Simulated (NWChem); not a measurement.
# 1,1,1,2-tetrafluoroethane (C2H2F4); SMILES FCC(F)(F)F

```xyz
8

F     -0.1347     1.9478     0.0035
C      0.7450     0.9147    -0.0069
C     -0.0034    -0.4008    -0.0002
F     -0.7636    -0.5272     1.0841
F     -0.7875    -0.5245    -1.0676
F      0.8790    -1.4036    -0.0113
H      1.3896     0.9516     0.8858
H      1.3707     0.9534    -0.9129
```
Atoms are numbered in this order, from 1.

The geometry was optimised at PBE0/def2-SVP.

Task: Give the principal values of the shielding tensors (ppm) of F1, C2, C3, F4, F6 from B3LYP/6-311G** (spherical d), GIAO (NWChem), with their diamagnetic and paramagnetic parts as GIAO splits them.

Result: 
| atom | σ11 | σ22 | σ33 | isotropic | diamagnetic | paramagnetic |
|---|---|---|---|---|---|---|
| F1 | 417.0 | 424.0 | 473.5 | 438.1 | 471.1 | -32.9 |
| C2 | 80.2 | 81.4 | 144.4 | 102.0 | 246.8 | -144.8 |
| C3 | 51.1 | 54.1 | 63.2 | 56.1 | 248.4 | -192.3 |
| F4 | 185.9 | 273.4 | 344.3 | 267.9 | 472.4 | -204.5 |
| F6 | 187.5 | 274.4 | 341.7 | 267.8 | 472.1 | -204.3 |
